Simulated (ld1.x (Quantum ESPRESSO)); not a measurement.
PBE ultrasoft dataset for Sb, scalar-relativistic all-electron reference.

```json
{
  "Element": "antimony (Sb)",
  "Generator": "ld1.x (Quantum ESPRESSO) 7.5",
  "Type": "ultrasoft",
  "Functional": "PBE",
  "Relativity": "scalar-relativistic",
  "Frozen core": "[Kr] 4d10",
  "Valence charge": "5",
  "Reference configuration": "5s2 5p3",
  "Partial waves": "5s (bound): rcut 1.55, rcutus 2.00 bohr; 5s channel at -0.55 Ry: rcut 1.55, rcutus 2.00 bohr; 5p (bound): rcut 2.40, rcutus 2.65 bohr; 5p channel at 2.6 Ry: rcut 2.40, rcutus 2.65 bohr; 5d channel at 0.2 Ry: rcut 2.10, rcutus 2.90 bohr; 5d channel at 1.5 Ry: rcut 2.10, rcutus 2.90 bohr",
  "Local potential": "all-electron potential smoothed inside 2.65 bohr (lloc = -1)",
  "Core correction": "none",
  "Augmentation charge": "built from norm-conserving waves at rcut, not smoothed further"
}
```

All-electron outer shells of the reference configuration (PBE, scalar-relativistic, ld1.x):

```tsv
shell	level (eV)	outermost node (bohr)	outermost maximum (bohr)
4p	-101.79	0.39	0.76
4d	-33.51	0.38	0.84
5s	-12.83	0.95	1.90
5p	-4.83	1.04	2.35
```

Q: Does the generator finish with these settings?

A: Yes, a potential is produced and its reference levels are reproduced.

Q: Is the overlap operator S = 1 + Σ q|β⟩⟨β| positive definite (Bessel basis up to 400 Ry)?

A: Yes: its lowest eigenvalue is 0.30 (s channel).

Q: Tests: 5s2 5p2; 5s2 5p1; 5s2 5p0; 5s0 5p5; 5s1 5p0; 5s1 5p3; 5s2 5p2.5. Which has the largest error in its energy relative to the reference configuration, and how large is it?

A: 5s2 5p1, with -209 meV (all-electron minus pseudo) on +24.28 eV.

A Bessel basis up to 400 Ry misses an occupied level by 0.24 Ry, so cutoffs and ghosts were not judged.
